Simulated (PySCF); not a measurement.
Mg⁺ (magnesium, charge +1) across methods

[Ne] 3p1, 2P determinant (an excited configuration). Calculation: PySCF 2.14, in aug-cc-pVTZ; the non-relativistic Hamiltonian (point nucleus).

```tsv
method	E (hartree)	mean ε 2p α (eV)	mean ε 2p β (eV)	mean ε 3p α (eV)	Σ⟨r²⟩ (bohr²)	⟨S²⟩
PBE0	-199.5383	-61.748	-61.630	-9.052	18.11	0.750
MN15	-199.5505	-62.853	-62.740	-8.761	18.77	0.750
LDA	-198.6905	-57.781	-57.687	-8.344	17.95	0.750
r2SCAN	-199.6209	-59.002	-58.924	-8.476	18.03	0.750
PBE	-199.5198	-57.678	-57.583	-8.464	17.94	0.750
B3LYP	-199.6594	-61.110	-61.012	-8.941	17.89	0.750
wB97X-V	-199.6014	-63.936	-63.844	-10.604	18.23	0.750
TPSS	-199.6650	-58.025	-57.941	-8.430	18.03	0.750
UHF	-199.21334	-72.861	-72.681	-10.449	18.97	0.750
```
